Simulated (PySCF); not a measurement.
Electron correlation in Pt (platinum, neutral)

[Xe] 4f14 5d9 6s1, high-spin 3D determinant. Computed with PySCF 2.14 in x2c-TZVPPall (11s7p7d3f1g, 97 functions), with the spin-free X2C one-electron Hamiltonian (Gaussian nucleus). Frozen: [Xe] 4f14; 10 electrons correlated.

```csv
level,correlation energy (mhartree)
CCSD,-282.47
(T),-11.93
CCSD(T),-294.40
```

Diagnostics: T1 = 0.013, D1 = 0.0502, largest double amplitude 0.025.

Spin-orbit coupling, absent here, splits the open shell strongly.

Cost of the coupled-cluster step: about 22 core-seconds, for 10 correlated electrons.
